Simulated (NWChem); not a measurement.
All runs are NWChem calculations. System: F₄Sn, charge 0, spin multiplicity 1, at a geometry optimised with B3LYP/def2-SVP with def2 effective core potentials on Sn. The structure started from a generated list of species. Level: CAM-B3LYP/def2-TZVP with def2 effective core potentials on Sn.

Job file:

```
start mol
memory heap 200 mb stack 900 mb global 1100 mb
geometry units angstroms nocenter noautoz
  F      0.000000    -1.560766    -1.103655
  Sn     0.000000     0.000000     0.000000
  F      0.000000     1.560766    -1.103655
  F     -1.560766     0.000000     1.103655
  F      1.560766     0.000000     1.103655
  symmetry group C2v
end
basis spherical
  * library def2-tzvp
end
ecp
  Sn library def2-ecp
end
dft
  xc xcamb88 1.00 lyp 0.81 vwn_5 0.19 hfexch 1.00
  cam 0.33 cam_alpha 0.19 cam_beta 0.46
  direct
  iterations 100
end
task dft energy
```

Output (cleaned and shortened):

```
             Northwest Computational Chemistry Package (NWChem) 7.3.0
             --------------------------------------------------------

                                NWChem Input Module
                                -------------------

 Scaling coordinates for geometry "geometry" by  1.889725989
 (inverse scale =  0.529177249)

 Turning off AUTOSYM since
 SYMMETRY directive was detected!

                             Geometry "geometry" -> ""
                             -------------------------

 Output coordinates in angstroms (scale by  1.889725989 to convert to a.u.)

  No.       Tag          Charge          X              Y              Z
 ---- ---------------- ---------- -------------- -------------- --------------
    1 F                    9.0000     0.00000000    -1.56076600    -1.10365500
    2 Sn                  50.0000     0.00000000     0.00000000     0.00000000
    3 F                    9.0000     0.00000000     1.56076600    -1.10365500
    4 F                    9.0000    -1.56076600     0.00000000     1.10365500
    5 F                    9.0000     1.56076600     0.00000000     1.10365500

 Effective nuclear repulsion energy (a.u.)     580.6836435268

            Nuclear Dipole moment (a.u.)
            ----------------------------
        X                 Y               Z
 ---------------- ---------------- ----------------
     0.0000000000     0.0000000000     0.0000000000

      Symmetry information
      --------------------

 Group name             C2v
 Group number             16
 Group order               4
 No. of unique centers     3

      Symmetry unique atoms

     1    2    4


 Summary of "ao basis" -> "" (spherical)
 ------------------------------------------------------------------------------
       Tag                 Description            Shells   Functions and Types
 ---------------- ------------------------------  ------  ---------------------
 *                         def2-tzvp                  on all atoms

                                 NWChem DFT Module
                                 -----------------

 Summary of "ao basis" -> "ao basis" (spherical)
 ------------------------------------------------------------------------------
       Tag                 Description            Shells   Functions and Types
 ---------------- ------------------------------  ------  ---------------------
 F                         def2-tzvp                11       31   5s3p2d1f
 Sn                        def2-tzvp                16       50   6s5p3d2f

 Summary of "ao basis" -> "ao basis" (spherical)
 ------------------------------------------------------------------------------
       Tag                 Description            Shells   Functions and Types
 ---------------- ------------------------------  ------  ---------------------
 F                         def2-tzvp                11       31   5s3p2d1f
 Sn                        def2-tzvp                16       50   6s5p3d2f

      Symmetry analysis of basis
      --------------------------

        a1         63
        a2         25
        b1         43
        b2         43

  int_init: cando_txs set to always be  F

            General Information
            -------------------
          SCF calculation type: DFT
          Wavefunction type:  closed shell.
          No. of atoms     :     5
          No. of electrons :    58
           Alpha electrons :    29
            Beta electrons :    29
          Charge           :     0
          Spin multiplicity:     1
          Use of symmetry is: on ; symmetry adaption is: on
          Maximum number of iterations: 100
          This is a Direct SCF calculation.
          AO basis - number of functions:   174
                     number of shells:    60
          Convergence on energy requested:  1.00D-06
          Convergence on density requested:  1.00D-05
          Convergence on gradient requested:  5.00D-04

              XC Information
              --------------
                     Hartree-Fock (Exact) Exchange  1.000
                   CAM-Becke88 Exchange Functional  1.000
                      VWN V Correlation Functional  0.190 local
              Lee-Yang-Parr Correlation Functional  0.810

           Range-Separation Parameters
           ---------------------------
           Alpha           :  0.19
           Beta            :  0.46
           Gamma           :  0.33
           Short-Range HF  :     F

             Grid Information
             ----------------
          Grid used for XC integration:  medium
          Radial quadrature: Mura-Knowles
          Angular quadrature: Lebedev.
          Tag              B.-S. Rad. Rad. Pts. Rad. Cut. Ang. Pts.
          ---              ---------- --------- --------- ---------
          F                   0.50       49           8.0       434
          Sn                  1.45      123           8.0       590
          Grid pruning is: on
          Number of quadrature shells:   221
          Spatial weights used:  Erf1

          Convergence Information
          -----------------------
          Convergence aids based upon iterative change in
          total energy or number of iterations.
          Levelshifting, if invoked, occurs when the
          HOMO/LUMO gap drops below (HL_TOL):  1.00D-02
          DIIS, if invoked, will attempt to extrapolate
          using up to (NFOCK): 10 stored Fock matrices.

                    Damping( 0%)  Levelshifting(0.5)       DIIS
                  --------------- ------------------- ---------------
          dE  on:    start            ASAP                start
          dE off:    2 iters        100 iters           100 iters

      Screening Tolerance Information
      -------------------------------
          Density screening/tol_rho:  1.00D-10
          AO Gaussian exp screening on grid/accAOfunc:  14
          CD Gaussian exp screening on grid/accCDfunc:  20
          XC Gaussian exp screening on grid/accXCfunc:  20
          Schwarz screening/accCoul:  1.00D-08

      Superposition of Atomic Density Guess
      -------------------------------------

 Sum of atomic energies:        -646.78441718

      Non-variational initial energy
      ------------------------------

 Total energy =    -610.904814
 1-e energy   =   -1534.683924
 2-e energy   =     622.140797
 HOMO         =      -0.643597
 LUMO         =      -0.161060

      Symmetry analysis of molecular orbitals - initial
      -------------------------------------------------

 !! scf_movecs_sym_adapt:   86 vectors were symmetry contaminated

  Symmetry fudging

 !! scf_movecs_sym_adapt:   86 vectors were symmetry contaminated

  Numbering of irreducible representations:

     1 a1          2 a2          3 b1          4 b2

  Orbital symmetries:

     1 a1          2 a1          3 b1          4 b2          5 a1
     6 a1          7 b2          8 b1          9 a1         10 a1
    11 b2         12 b1         13 a1         14 a2         15 a1
    16 b2         17 b1         18 a1         19 a1         20 b2
    21 b1         22 a1         23 a2         24 a2         25 b2
    26 b1         27 a1         28 b1         29 b2         30 a1
    31 b2         32 b1         33 a1         34 b1         35 b2
    36 a1         37 a1         38 b1         39 b2

 !! scf_movecs_sym_adapt:    2 vectors were symmetry contaminated

  Symmetry fudging

   convergence    iter        energy       DeltaE   RMS-Dens  Diis-err    time
 ---------------- ----- ----------------- --------- --------- ---------  ------
 d= 0,ls=0.0,diis     1   -613.6711170687 -9.15D+02  1.20D-02  1.97D+00     8.9
 d= 0,ls=0.0,diis     2   -613.5839355553  8.72D-02  5.58D-03  3.90D+00    16.6

 !! scf_movecs_sym_adapt:    2 vectors were symmetry contaminated

  Symmetry fudging
 d= 0,ls=0.0,diis     3   -613.8700173940 -2.86D-01  3.54D-04  1.20D-02    24.3
 d= 0,ls=0.0,diis     4   -613.8706756418 -6.58D-04  1.11D-04  8.68D-04    31.8
 d= 0,ls=0.0,diis     5   -613.8707366702 -6.10D-05  1.98D-05  3.14D-05    40.4

 !! scf_movecs_sym_adapt:    4 vectors were symmetry contaminated

  Symmetry fudging
  Resetting Diis
 d= 0,ls=0.0,diis     6   -613.8707387087 -2.04D-06  6.98D-06  1.44D-06    48.9

 !! scf_movecs_sym_adapt:    4 vectors were symmetry contaminated

  Symmetry fudging
 d= 0,ls=0.0,diis     7   -613.8707388277 -1.19D-07  9.46D-07  1.63D-08    57.3

         Total DFT energy =     -613.870738827711
      One electron energy =    -1534.836899626897
           Coulomb energy =      679.272383479297
    Exchange-Corr. energy =      -59.944536289014
 Nuclear repulsion energy =      301.638313608902

 Numeric. integr. density =       58.000008723100

     Total iterative time =     56.2s

                  Occupations of the irreducible representations
                  ----------------------------------------------

                     irrep           alpha         beta
                     --------     --------     --------
                     a1               12.0         12.0
                     a2                3.0          3.0
                     b1                7.0          7.0
                     b2                7.0          7.0

                       DFT Final Molecular Orbital Analysis
                       ------------------------------------

 Vector   27  Occ=2.000000D+00  E=-5.141686D-01  Symmetry=a2
              MO Center=  1.5D-09, -3.8D-09,  2.2D-06, r^2= 4.1D+00
   Bfn.  Coefficient  Atom+Function         Bfn.  Coefficient  Atom+Function
  ----- ------------  ---------------      ----- ------------  ---------------
     6      0.253536  1 F  px                87     -0.253536  3 F  px
   119     -0.253537  4 F  py               150      0.253537  5 F  py
     9      0.202101  1 F  px                90     -0.202101  3 F  px
   122     -0.202101  4 F  py               153      0.202101  5 F  py
    12      0.145406  1 F  px                93     -0.145406  3 F  px

 Vector   28  Occ=2.000000D+00  E=-5.141682D-01  Symmetry=b2
              MO Center= -1.5D-09, -5.3D-13, -5.4D-01, r^2= 3.8D+00
   Bfn.  Coefficient  Atom+Function         Bfn.  Coefficient  Atom+Function
  ----- ------------  ---------------      ----- ------------  ---------------
     8      0.253534  1 F  pz                89     -0.253534  3 F  pz
    11      0.202099  1 F  pz                92     -0.202099  3 F  pz
     7     -0.179322  1 F  py                88     -0.179322  3 F  py
   119      0.179237  4 F  py               150      0.179237  5 F  py
    14      0.145406  1 F  pz                95     -0.145406  3 F  pz

 Vector   29  Occ=2.000000D+00  E=-5.141682D-01  Symmetry=b1
              MO Center= -2.6D-13,  3.8D-09,  5.4D-01, r^2= 3.8D+00
   Bfn.  Coefficient  Atom+Function         Bfn.  Coefficient  Atom+Function
  ----- ------------  ---------------      ----- ------------  ---------------
   120      0.253534  4 F  pz               151     -0.253534  5 F  pz
   123      0.202099  4 F  pz               154     -0.202099  5 F  pz
     6     -0.179235  1 F  px                87     -0.179235  3 F  px
   118      0.179324  4 F  px               149      0.179324  5 F  px
   126      0.145406  4 F  pz               157     -0.145406  5 F  pz

 Vector   30  Occ=0.000000D+00  E=-1.129325D-01  Symmetry=a1
              MO Center= -2.1D-14, -7.2D-15,  1.0D-07, r^2= 3.1D+00
   Bfn.  Coefficient  Atom+Function         Bfn.  Coefficient  Atom+Function
  ----- ------------  ---------------      ----- ------------  ---------------
    37      0.874345  2 Sn s                 36      0.631740  2 Sn s
    33      0.489947  2 Sn s                 34     -0.409866  2 Sn s
    32     -0.309443  2 Sn s                 35     -0.275524  2 Sn s
     5     -0.174753  1 F  s                 86     -0.174753  3 F  s
   117     -0.174753  4 F  s                148     -0.174753  5 F  s

 Vector   31  Occ=0.000000D+00  E= 3.355085D-02  Symmetry=b2
              MO Center= -1.0D-14, -1.6D-10,  3.3D-01, r^2= 6.2D+00
   Bfn.  Coefficient  Atom+Function         Bfn.  Coefficient  Atom+Function
  ----- ------------  ---------------      ----- ------------  ---------------
    51      0.918920  2 Sn py                45      0.286218  2 Sn py
    42     -0.242512  2 Sn py                64      0.201306  2 Sn d -1
   125     -0.129075  4 F  py               156     -0.129075  5 F  py
     5      0.127886  1 F  s                 86     -0.127886  3 F  s
   119     -0.119045  4 F  py               150     -0.119045  5 F  py

 Vector   32  Occ=0.000000D+00  E= 3.355085D-02  Symmetry=b1
              MO Center=  1.5D-14,  2.9D-16, -3.3D-01, r^2= 6.2D+00
   Bfn.  Coefficient  Atom+Function         Bfn.  Coefficient  Atom+Function
  ----- ------------  ---------------      ----- ------------  ---------------
    50      0.918920  2 Sn px                44      0.286218  2 Sn px
    41     -0.242512  2 Sn px                66      0.201306  2 Sn d  1
    12     -0.129075  1 F  px                93     -0.129075  3 F  px
   117      0.127886  4 F  s                148     -0.127886  5 F  s
     6     -0.119045  1 F  px                87     -0.119045  3 F  px

 center of mass
 --------------
 x =   0.00000000 y =   0.00000000 z =   0.00000000

 moments of inertia (a.u.)
 ------------------
         661.090351845918           0.000000000000           0.000000000000
           0.000000000000         661.090351845918           0.000000000000
           0.000000000000           0.000000000000         661.074311871702

     Multipole analysis of the density
     ---------------------------------

     L   x y z        total         alpha         beta         nuclear
     -   - - -        -----         -----         ----         -------
     0   0 0 0     -0.000000    -29.000000    -29.000000     58.000000

     1   1 0 0     -0.000000     -0.000000     -0.000000      0.000000
     1   0 1 0     -0.000000     -0.000000     -0.000000      0.000000
     1   0 0 1      0.000000      0.000000      0.000000      0.000000

     2   2 0 0    -34.815021    -95.699219    -95.699219    156.583418
     2   1 1 0      0.000000      0.000000      0.000000      0.000000
     2   1 0 1     -0.000000     -0.000000     -0.000000      0.000000
     2   0 2 0    -34.815022    -95.699220    -95.699220    156.583418
     2   0 1 1     -0.000000     -0.000000     -0.000000      0.000000
     2   0 0 2    -34.815368    -95.703192    -95.703192    156.591016

 Task  times  cpu:       57.3s     wall:       57.3s

 Total times  cpu:       57.3s     wall:       57.3s
```
